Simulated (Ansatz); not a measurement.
Cost and result for the atomization energy of CH$_{7}$AlO$_{4}$ (`C[OH+][Al-]([OH])([OH])[OH]`) (13 atoms, 12 bonds).

```xyz
13

C    -0.932    1.555   -0.665
O    -0.228    0.342   -0.960
Al    0.410   -0.849    0.440
O     0.562    0.250    1.751
O     1.803   -1.146   -0.537
O    -0.784   -2.050    0.679
H    -1.137    2.088   -1.593
H    -0.359    2.169    0.030
H    -1.870    1.261   -0.198
H     0.580    0.505   -1.466
H     0.130    0.055    2.580
H     2.657   -1.363   -0.173
H    -0.834   -2.817    0.112
```

The species carries charge 0 and has multiplicity 1. Geometry: relaxed with PBE0-D4/def2-TZVP. It is one conformer, not always the lowest. Program: Ansatz. All runs use 4 threads of an Arm Neoverse V2 on a shared host. Times are those of one run each, without the atoms' runs, and a repeat can differ threefold. Electronic energies, without spin–orbit coupling; frozen cores. CCSD(T)/CBS adds CCSD(T) − MP2 in def2-TZVPP to the MP2 limit, and its time is that of the two runs behind it. T1 = 0.011. HSE06 is the plane-wave form, built on full-range PBE exchange.

CCSD(T)/CBS is a level of theory with its own doubt, some kJ/mol a heavy atom from the limit and from the frozen cores, so smaller differences don't rank the functionals.

```csv
level,functions,wall time
LDA (SPW92)/def2-TZVPP,295,1.4 s
BLYP-D4/def2-TZVPP,295,2.4 s
PBE-D4/def2-TZVPP (with forces),295,3 s
HSE06-D4/def2-TZVPP,295,3.7 s
CAM-B3LYP-D4/def2-TZVPP,295,4.1 s
r2SCAN-D4/def2-TZVPP (with forces),295,5.5 s
PBE-QIDH/def2-TZVPP,295,6.5 s
B2PLYP/def2-TZVPP,295,7 s
ωB97X-V/def2-TZVPP,295,9 s
CCSD(T)/def2-SVP,123,12 s
MP2/def2-QZVPP,565,29 s
CCSD(T)/def2-TZVPP,295,6.9 min
CCSD(T)/CBS(def2),–,7.3 min
```

Question: What atomization energy does each give, and how far from CCSD(T)/CBS? (Best estimate.)

Answer: The calculation gave: 
```
                             level  atomization (kcal/mol)  difference from CCSD(T)/CBS  per bond
            LDA (SPW92)/def2-TZVPP                  1379.8                        168.0      14.0
                BLYP-D4/def2-TZVPP                  1199.6                        -12.2      -1.0
   PBE-D4/def2-TZVPP (with forces)                  1215.6                          3.8       0.3
               HSE06-D4/def2-TZVPP                  1187.4                        -24.4      -2.0
           CAM-B3LYP-D4/def2-TZVPP                  1207.3                         -4.5      -0.4
r2SCAN-D4/def2-TZVPP (with forces)                  1203.6                         -8.2      -0.7
               PBE-QIDH/def2-TZVPP                  1184.1                        -27.7      -2.3
                 B2PLYP/def2-TZVPP                  1189.6                        -22.2      -1.8
                ωB97X-V/def2-TZVPP                  1200.5                        -11.3      -0.9
                  CCSD(T)/def2-SVP                  1127.8                        -84.0      -7.0
                    MP2/def2-QZVPP                  1227.9                         16.1       1.3
                CCSD(T)/def2-TZVPP                  1175.7                        -36.1      -3.0
                 CCSD(T)/CBS(def2)                  1211.8                          0.0       0.0
```

From PBE to PBE0 (25 % exact exchange), in def2-TZVPP and without D4, the atomization energy moves by −28.2 kcal/mol: exact exchange takes away binding that semilocal exchange gives to molecules. At CCSD(T), def2-SVP lies −84.0 kcal/mol from the extrapolated value and def2-TZVPP −36.1 kcal/mol: correlation converges slowly with the basis, and small sets miss more of it in the bonded molecule than in its fragments. Leaving LDA and LC-ωPBE aside and taking each functional with its dispersion term where it has one, the values, not all of them listed here, spread over 62.9 kcal/mol, from BHLYP-D4 to PBE-D4. LDA lies +169.8 kcal/mol from PBE without D4, its usual overbinding.
